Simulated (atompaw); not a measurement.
An all-electron radial function and its pseudo partner (Zn)

Columns: radius, all-electron u(r) and pseudo u(r) of the 3d shell (level -19.79 eV) of zinc in the configuration [Ne] 3s2 3p6 3d10 4s1 4p0; PBEsol, scalar-relativistic, PAW (atompaw) scheme, atompaw 4.2.0.5.

```tsv
r (bohr)	all-electron	pseudo
0.058	0.0347	0.0005
0.115	0.1649	0.0041
0.173	0.3543	0.0137
0.231	0.5496	0.0316
0.288	0.7174	0.0588
0.346	0.8510	0.0970
0.404	0.9455	0.1455
0.462	1.0043	0.2030
0.519	1.0330	0.2663
0.577	1.0393	0.3350
0.635	1.0281	0.4048
0.692	1.0052	0.4712
0.750	0.9737	0.5334
0.808	0.9368	0.5872
0.865	0.8975	0.6297
0.923	0.8559	0.6610
0.981	0.8139	0.6795
1.038	0.7730	0.6854
1.096	0.7323	0.6800
1.154	0.6927	0.6647
1.212	0.6548	0.6418
1.269	0.6190	0.6141
1.327	0.5842	0.5830
1.385	0.5512	0.5511
1.442	0.5204	0.5205
1.500	0.4907	0.4907
```

Problem. How many radial nodes do the two functions have?

Solution. The all-electron 3d function has n − l − 1 = 0; the pseudo-wave has 0.

Problem. Where does each function peak?

Solution. Outermost all-electron maximum near 0.58 bohr, pseudo maximum near 1.04 bohr (to the table’s step).

Problem. Is the pseudo-wave norm-conserving?

Solution. No, it belongs to a PAW set: the norm inside the radius is not constrained, and the difference is carried by the augmentation charge.
